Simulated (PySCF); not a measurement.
HIn, singlet, geometry from GFN2-xTB (such geometries of metal compounds can be far from the true shape) (core potentials on In); PBE0/def2-SVP in PySCF.

Input for PySCF:
```python
from pyscf import gto, scf, dft

mol = gto.Mole()
mol.atom = '''
    In   -0.00000000   -0.00000000   -0.03940380
    H     0.00000000    0.00000000    1.93078643
'''
mol.basis = 'def2-svp'
mol.ecp = {'In': 'def2-svp'}
mol.verbose = 4
mol.build()

mf = dft.RKS(mol)
mf.xc = 'pbe0'
mf.kernel()
```

It wrote (shortened):

```
PySCF version 2.14.0

[INPUT] verbose = 4
[INPUT] num. atoms = 2
[INPUT] num. electrons = 22
[INPUT] charge = 0
[INPUT] spin (= nelec alpha-beta = 2S) = 0
[INPUT] symmetry False subgroup None
[INPUT] Mole.unit = angstrom
[INPUT] Symbol           X                Y                Z      unit          X                Y                Z       unit  Magmom
[INPUT]  1 In     0.000000000000   0.000000000000  -0.039403800000 AA    0.000000000000   0.000000000000  -0.074462390267 Bohr   0.0
[INPUT]  2 H      0.000000000000   0.000000000000   1.930786430000 AA    0.000000000000   0.000000000000   3.648657557727 Bohr   0.0

nuclear repulsion = 5.640430685376
number of shells = 13
number of NR pGTOs = 68
number of NR cGTOs = 31
basis = def2-svp
ecp = {'In': 'def2-svp'}

******** <class 'pyscf.dft.rks.RKS'> ********
method = RKS
initial guess = minao
damping factor = 0
level_shift factor = 0
DIIS = <class 'pyscf.scf.diis.CDIIS'>
diis_start_cycle = 1
diis_space = 8
diis_damp = 0
SCF conv_tol = 1e-09
SCF conv_tol_grad = None
SCF max_cycles = 50
direct_scf = True
direct_scf_tol = 1e-13
XC library pyscf.dft.libxc version 7.1.2
    S. Lehtola, C. Steigemann, M. J. T. Oliveira, and M. A. L. Marques,  SoftwareX 7, 1–5 (2018)
XC functionals = pbe0
    C. Adamo and V. Barone,  J. Chem. Phys. 110, 6158 (1999)
    M. Ernzerhof and G. E. Scuseria,  J. Chem. Phys. 110, 5029 (1999)
radial grids:
    Treutler-Ahlrichs [JCP 102, 346 (1995); DOI:10.1063/1.469408] (M4) radial grids

becke partition: Becke, JCP 88, 2547 (1988); DOI:10.1063/1.454033
pruning grids: <function nwchem_prune>
grids dens level: 3
symmetrized grids: False
atomic radii adjust function: <function treutler_atomic_radii_adjust>
small_rho_cutoff = 0
Set gradient conv threshold to 3.16228e-05
Initial guess from minao.
tot grids = 31688
init E= -169.65643419546
  HOMO = -0.669082848009348  LUMO = -0.566747099048287  gap/eV = 2.78470
cycle= 1 E= -190.220531601253  delta_E= -20.6  |g|= 1.49  |ddm|=   12
  HOMO = -0.115775886704703  LUMO = 0.0196057411168828  gap/eV = 3.68392
cycle= 2 E= -190.407427412066  delta_E= -0.187  |g|= 1.27  |ddm|= 4.56
  HOMO = -0.198928131586105  LUMO = -0.0583594507533735  gap/eV = 3.82507
cycle= 3 E= -190.702913044909  delta_E= -0.295  |g|= 0.0489  |ddm|= 1.63
  HOMO = -0.207462362883287  LUMO = -0.0632511488009225  gap/eV = 3.92419
cycle= 4 E= -190.703495264656  delta_E= -0.000582  |g|= 0.00214  |ddm|= 0.108
  HOMO = -0.20848811917052  LUMO = -0.0643401687383122  gap/eV = 3.92247
cycle= 5 E= -190.70349696912  delta_E= -1.7e-06  |g|= 0.000629  |ddm|= 0.00768
  HOMO = -0.208588838779395  LUMO = -0.0643167378562845  gap/eV = 3.92584
cycle= 6 E= -190.703497183448  delta_E= -2.14e-07  |g|= 0.000174  |ddm|= 0.00164
  HOMO = -0.20853461615921  LUMO = -0.0643020441219513  gap/eV = 3.92477
cycle= 7 E= -190.703497200798  delta_E= -1.74e-08  |g|= 7.42e-06  |ddm|= 0.000401
  HOMO = -0.208535215017676  LUMO = -0.0643007565414983  gap/eV = 3.92482
cycle= 8 E= -190.703497200822  delta_E= -2.34e-11  |g|= 1.08e-06  |ddm|= 1.5e-05
  HOMO = -0.208535440620246  LUMO = -0.0643010852946157  gap/eV = 3.92482
Extra cycle  E= -190.703497200822  delta_E= -3.69e-13  |g|= 7.07e-07  |ddm|= 4.94e-06
converged SCF energy = -190.703497200822
```
